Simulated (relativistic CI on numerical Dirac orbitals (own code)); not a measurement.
**d2 in a ligand field**

Computed with a parametric ligand-field model of a d^n configuration (Racah B and C, spin-orbit zeta, crystal field), exact diagonalisation.

Field parameters in Wybourne normalisation: Oh B⁴₀ = 21Dq, B⁴₄ = √(5/14) B⁴₀. The field is a parameter set, without covalency.

Question: Lowest levels for B = 520, C = 2220, ζ = 100 cm⁻¹, Oh, 10Dq = 13300 cm⁻¹?

Answer: E 0 (S 1.00), T2 1 (S 1.00), T1 131 (S 1.00), A1 195 (S 1.00), T2 7901 (S 0.00), E 8029 (S 0.00), A2 12284 (S 1.00), T2 12311 (S 1.00), T1 12359 (S 1.00) cm⁻¹, with S from ⟨S²⟩ = S(S + 1). The ground level has 0.03 electrons in the cubic e pair.

Question: Lowest levels for B = 930, C = 4030, ζ = 630 cm⁻¹, Oh, 10Dq = 27050 cm⁻¹?

Answer: E 0 (S 1.00), T2 24 (S 1.00), T1 842 (S 1.00), A1 1235 (S 1.00), T2 14516 (S 0.01), E 14759 (S 0.01), A2 25267 (S 1.00), T2 25460 (S 1.00), T1 25741 (S 1.00) cm⁻¹, with S from ⟨S²⟩ = S(S + 1). The ground level has 0.03 electrons in the cubic e pair.

Question: Lowest levels for B = 530, C = 2590, ζ = 270 cm⁻¹, Oh, 10Dq = 32100 cm⁻¹?

Answer: E 0 (S 1.00), T2 3 (S 1.00), T1 322 (S 1.00), A1 474 (S 1.00), T2 8692 (S 0.00), E 8749 (S 0.00), A1 20048 (S 0.00), A2 30816 (S 1.00), T2 30884 (S 1.00) cm⁻¹, with S from ⟨S²⟩ = S(S + 1). The ground level has 0.01 electrons in the cubic e pair.

Question: Lowest levels for B = 500, C = 1770, ζ = 610 cm⁻¹, Oh, 10Dq = 18750 cm⁻¹?

Answer: E 0 (S 1.00), T2 30 (S 1.00), T1 816 (S 1.00), A1 1167 (S 1.00), T2 7189 (S 0.02), E 7312 (S 0.02), A1 15896 (S 0.02), A2 17796 (S 1.00), T2 17969 (S 1.00) cm⁻¹, with S from ⟨S²⟩ = S(S + 1). The ground level has 0.02 electrons in the cubic e pair.

Question: Lowest levels for B = 310, C = 1240, ζ = 1450 cm⁻¹, Oh, 10Dq = 24400 cm⁻¹?

Answer: E 0 (S 0.97), T2 83 (S 0.97), T1 2000 (S 1.00), A1 2435 (S 0.97), T2 5730 (S 0.09), E 5841 (S 0.09), A1 12067 (S 0.10), A2 24174 (S 1.00), T2 24499 (S 0.99) cm⁻¹, with S from ⟨S²⟩ = S(S + 1). The ground level has 0.02 electrons in the cubic e pair.
